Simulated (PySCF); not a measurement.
MH for M along group 14

PBE0 with double-zeta basis sets in PySCF, for the lowest determinant that a PBE0 search found; no spin–orbit coupling. De refers to high-spin ground-configuration atoms. A positive dipole means M(−)H(+).

```tsv
M	basis	state (unpaired electrons)	Re (Å)	ωe (cm⁻¹)	De (eV)	μ (D)
C	def2-SVP	doublet (π ↑)	1.134	2871	3.56	1.54
Si	cc-pV(D+d)Z/cc-pVDZ	doublet (π ↑)	1.541	2020	3.06	0.19
Ge	cc-pVDZ-PP/cc-pVDZ	doublet (π ↑)	1.611	1876	2.81	-0.16
Sn	def2-SVP	doublet (π ↑)	1.788	1709	2.56	-0.43
Pb	def2-SVP	doublet (π ↑)	1.859	1604	2.39	-0.99
```

Question: By what factor does the bond length vary along the series?

Answer: At PBE0 it runs from 1.134 Å (CH) to 1.859 Å (PbH), a factor of 1.64.

The rows differ in basis set, which adds steps of its own.

Down a group the atoms grow and get heavier, so bonds lengthen and wavenumbers fall; this series shows no clear exception.

Spin–orbit coupling is left out, which matters for elements this heavy, above all for dissociation energies. States were picked by a PBE0 search and need not be the measured ground states.
